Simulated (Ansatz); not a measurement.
Ansatz (an electronic-structure program) input (B3LYP-D3(BJ)/def2-TZVP):

Ansatz 0.2 input:
```yaml
crystal:
  periodic: [false, false, false]
  atoms:
    - {symbol: C, position_ang: [-1.88369663, -0.10939944, 0.26707320]}
    - {symbol: C, position_ang: [-0.49992404, -0.55790958, -0.16214139]}
    - {symbol: N, position_ang: [0.50485152, 0.50738168, 0.12215057]}
    - {symbol: C, position_ang: [1.88392926, 0.14716608, -0.26220110]}
    - {symbol: H, position_ang: [-2.20003742, 0.77918556, -0.27400879]}
    - {symbol: H, position_ang: [-2.59989037, -0.89732026, 0.05370567]}
    - {symbol: H, position_ang: [-1.92344376, 0.09186505, 1.33498419]}
    - {symbol: H, position_ang: [-0.20234965, -1.45889923, 0.37703156]}
    - {symbol: H, position_ang: [-0.47811346, -0.76943834, -1.23256722]}
    - {symbol: H, position_ang: [0.47257615, 0.72212581, 1.12744703]}
    - {symbol: H, position_ang: [2.56852986, 0.96109781, -0.03251528]}
    - {symbol: H, position_ang: [1.92933922, -0.06001554, -1.32963526]}
    - {symbol: H, position_ang: [2.19987223, -0.74175760, 0.28040336]}
    - {symbol: H, position_ang: [0.22047224, 1.36131626, -0.37550753]}
basis:
  gaussian:
    orbitals: def2-TZVP
hamiltonian:
  xc: b3lyp
  dispersion: d3bj
total_charge: 1
relax: {f_tol: 0.002, max_steps: 150}
```

End of the output:

```
1135 factors; their error is unknown
mean field: 0.86 GiB planned
mean field -4759.92449239 eV, -174.9239987027 hartree, gradient 6.8e-6 eV, S^2 0.000000; 0 other end points of the search recorded, 0 dependent functions left out
the calculation of the forces begins
reference -4759.92474317 eV, -174.9240079186 hartree; 17, 17 occupied and 167, 167 virtual orbitals, 1135 factors
relax step   4: F+E_penalty+E_count = -4760.32620932 eV  Δ(F+E_penalty+E_count) = -2.483e-4 eV  max|allowed force component| = 2.172e-2 eV/Å  Δτ_max = 0.0047 Å  (32 SCF iters, accepted)
these checks for a lower state are left out or cut short: starts, cluster_reference, orbital_swaps, neighbouring_geometries, increment
integrals: 0.09 GiB planned
1135 factors; their error is unknown
mean field: 0.86 GiB planned
mean field -4759.92443292 eV, -174.9239965171 hartree, gradient 6.8e-6 eV, S^2 0.000000; 0 other end points of the search recorded, 0 dependent functions left out
the calculation of the forces begins
reference -4759.92468366 eV, -174.9240057317 hartree; 17, 17 occupied and 167, 167 virtual orbitals, 1135 factors
relax step   5: F+E_penalty+E_count = -4760.32622629 eV  Δ(F+E_penalty+E_count) = -1.698e-5 eV  max|allowed force component| = 6.878e-3 eV/Å  Δτ_max = 0.0009 Å  (31 SCF iters, accepted)
these checks for a lower state are left out or cut short: starts, cluster_reference, orbital_swaps, neighbouring_geometries, increment
integrals: 0.09 GiB planned
1135 factors; their error is unknown
mean field: 0.86 GiB planned
mean field -4759.92444832 eV, -174.9239970830 hartree, gradient 6.8e-6 eV, S^2 0.000000; 0 other end points of the search recorded, 0 dependent functions left out
the calculation of the forces begins
reference -4759.92469905 eV, -174.9240062974 hartree; 17, 17 occupied and 167, 167 virtual orbitals, 1135 factors
relax step   6: F+E_penalty+E_count = -4760.32622847 eV  Δ(F+E_penalty+E_count) = -2.174e-6 eV  max|allowed force component| = 5.733e-4 eV/Å  Δτ_max = 0.0008 Å  (31 SCF iters, accepted)
integrals: 0.09 GiB planned
1135 factors; their error is unknown
mean field: 0.86 GiB planned
mean field evaluation 64: about -4759.8710 eV, gradient 6.6e0 eV
mean field -4759.92444832 eV, -174.9239970830 hartree, gradient 6.8e-6 eV, S^2 0.000000; 1 other end points of the search recorded, 0 dependent functions left out
the calculation of the forces begins
reference -4759.92469905 eV, -174.9240062974 hartree; 17, 17 occupied and 167, 167 virtual orbitals, 1135 factors
Total energy: -4760.32647921 eV, -174.9387714456 hartree
Atom 0 at    -1.901178    -0.110990     0.268512 Å, force    -0.000109     0.000356     0.000178 eV/Å
Atom 1 at    -0.522088    -0.564770    -0.159584 Å, force     0.000573    -0.000220    -0.000212 eV/Å
Atom 2 at     0.512875     0.506478     0.121608 Å, force    -0.000307     0.000119     0.000066 eV/Å
Atom 3 at     1.913652     0.140833    -0.271052 Å, force    -0.000108    -0.000254    -0.000154 eV/Å
Atom 4 at    -2.222747     0.779109    -0.275191 Å, force    -0.000053    -0.000149    -0.000118 eV/Å
Atom 5 at    -2.616785    -0.903476     0.051860 Å, force     0.000051    -0.000098    -0.000057 eV/Å
Atom 6 at    -1.948107     0.089436     1.340393 Å, force    -0.000146    -0.000138    -0.000071 eV/Å
Atom 7 at    -0.191392    -1.451791     0.378694 Å, force    -0.000228     0.000184     0.000167 eV/Å
Atom 8 at    -0.464554    -0.766062    -1.228267 Å, force    -0.000135     0.000094     0.000170 eV/Å
Atom 9 at     0.486094     0.731769     1.118829 Å, force    -0.000010     0.000032     0.000073 eV/Å
Atom 10 at     2.575812     0.968796    -0.030968 Å, force     0.000358     0.000163     0.000025 eV/Å
Atom 11 at     1.930412    -0.058839    -1.338950 Å, force     0.000079     0.000013    -0.000099 eV/Å
Atom 12 at     2.204744    -0.748156     0.281687 Å, force     0.000107    -0.000111    -0.000084 eV/Å
Atom 13 at     0.235376     1.363060    -0.363352 Å, force    -0.000072     0.000011     0.000116 eV/Å
Dipole moment:     0.351093     0.271518     0.055982 e Å
```

It need not be the lowest isomer of its formula.
